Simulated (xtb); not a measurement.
Cd(SiH3)(OSiH3) (CdH6OSi2), SMILES [SiH3][O][Cd][SiH3]. All values are semi-empirical tight-binding results from xtb (GFN2-xTB unless named), good for trends rather than for accurate numbers. Geometry: GFN2-xTB. The structure was generated by enumeration; whether it is a known compound was not checked. One conformer was computed; it need not be the lowest.

For metal compounds this method's bond lengths and energies can be far off.

* **orbital gap**: 3.03 eV
* **zero-point energy**: 30.0 kcal/mol
* **G − E(el) at 298.15 K (modified RRHO)**: 7.5 kcal/mol
